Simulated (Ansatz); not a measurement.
Two isomers of C3H11BSi: A = `B[Si](C)(C)C`, B = `C[SiH2]B(C)C`.

Gas-phase electronic energies from Ansatz, PBE0-D4/def2-TZVP geometries. CBS: MP2 limit from def2 TZ/QZ plus the TZ coupled-cluster correction, frozen cores. DFT in def2-TZVPP. B3LYP here is the variant with VWN-RPA as its local correlation; programs differ in this. One conformer a species, not always the lowest.

(1) Which isomer does CCSD(T)/CBS put lower? Give the gap. (Best estimate.)

(2) Give E(B) − E(A) in kJ/mol with CCSD/def2-TZVPP, PBE0-D4, CCSD(T)/def2-TZVPP, HF/def2-TZVPP, PBE-D4, B3LYP, MP2/def2-TZVPP. (An estimate is asked.)

Largest T1 diagnostic: 0.011.

## Answers

(1) The calculation gave: B, by 21.4 kJ/mol.

(2) Computed: CCSD/def2-TZVPP -21.5, PBE0-D4 -29.8, CCSD(T)/def2-TZVPP -22.1, HF/def2-TZVPP -19.7, PBE-D4 -33.2, B3LYP -29.4, MP2/def2-TZVPP -19.8. None reverses the order clearly.

From PBE to PBE0 (25 % exact exchange), in def2-TZVPP and without D4, E(B) − E(A) moves by +3.6 kJ/mol.
